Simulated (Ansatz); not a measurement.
`C[SiH2]B(F)F` + CH₃NH₂ → dimethylamine + `FB(F)[SiH3]`  (substitution at a C–Si bond)

Gas-phase electronic energies from Ansatz, PBE0-D4/def2-TZVP geometries. CBS: MP2 limit from def2 TZ/QZ plus the TZ coupled-cluster correction, frozen cores. DFT in def2-TZVPP. B3LYP here is the variant with VWN-RPA as its local correlation; programs differ in this. Each species was taken in one conformer, which may not be the lowest.

| level | ΔE (kJ/mol) | difference from CCSD(T)/CBS |
| --- | --- | --- |
| PBE-D4 | 65.3 | -3.0 |
| r2SCAN-D4 | 68.4 | 0.1 |
| PBE0-D4 | 66.8 | -1.5 |
| B3LYP-D4 | 64.3 | -4.0 |
| ωB97X-V | 64.0 | -4.3 |
| ωB97M-V | 68.0 | -0.3 |
| B2PLYP | 65.3 | -3.0 |
| PBE | 65.0 | -3.3 |
| r2SCAN | 68.2 | -0.1 |
| PBE0 | 66.3 | -2.0 |
| B3LYP | 63.6 | -4.7 |
| HF/def2-TZVPP | 60.0 | -8.3 |
| MP2/def2-TZVPP | 68.6 | 0.3 |
| SCS-MP2/def2-TZVPP | 64.5 | -3.8 |
| CCSD/def2-TZVPP | 64.9 | -3.4 |
| CCSD(T)/def2-TZVPP | 65.1 | -3.2 |
| HF/def2-QZVPP | 60.1 | -8.2 |
| MP2/def2-QZVPP | 70.4 | 2.1 |
| SCS-MP2/def2-QZVPP | 66.5 | -1.8 |
| HF/CBS(def2) | 60.1 | -8.2 |
| MP2/CBS(def2) | 71.7 | 3.4 |
| CCSD/CBS(def2) | 68.0 | -0.3 |
| CCSD(T)/CBS | 68.3 | 0 |

Largest T1 diagnostic among the species: 0.014.

In def2-TZVPP, CCSD(T) changes the Hartree–Fock value by +5.1 kJ/mol (the triples alone add +0.2 kJ/mol) and MP2 by +8.6 kJ/mol.
